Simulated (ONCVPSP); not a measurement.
**samarium: ONCV pseudisation with revPBE, scalar-relativistic reference atom.**

| Quantity | Value |
| --- | --- |
| Element | samarium (Sm) |
| Generator | ONCVPSP 4.0.1 |
| Type | optimised norm-conserving Vanderbilt (ONCV) |
| Functional | revPBE |
| Relativity | scalar-relativistic |
| Frozen core | [Kr] 4d10 4f5 |
| Valence charge | 11 |
| Reference configuration | 5s2 5p6 5d1 6s2 |
| Partial waves | 5s+6s: rc 2.55 bohr, ncon 4, nbas 6, qcut 4.6 1/bohr, 2 projectors; 5p: rc 2.10 bohr, ncon 5, nbas 8, qcut 6.7 1/bohr, 2 projectors, debl 1.2 Ha; 5d: rc 3.00 bohr, ncon 5, nbas 9, qcut 4.9 1/bohr, 3 projectors, debl 2.9 Ha |
| Local potential | polynomial inside 1.75 bohr (lpopt 4, dvloc0 6 Ha) |
| Core correction | Teter function, fcfact 3.5, rcfact 1.2 |

All-electron outer shells of the reference configuration (revPBE, scalar-relativistic, ld1.x):

| shell | level (eV) | outermost node (bohr) | outermost maximum (bohr) |
| --- | --- | --- | --- |
| 5s | -46.71 | 0.68 | 1.25 |
| 5p | -26.00 | 0.73 | 1.42 |
| 4f | -7.94 | – | 0.61 |
| 6s | -3.95 | 1.67 | 3.53 |
| 5d | -2.70 | 0.83 | 2.01 |

Does the generator finish with these settings?

No. ONCVPSP 4.0.1 stopped with "test_data: must have ncon+3 <= nbas <= ncon+5, l= 0": the input breaks a rule of the program on the basis size: nbas must lie between ncon + 3 and ncon + 5.
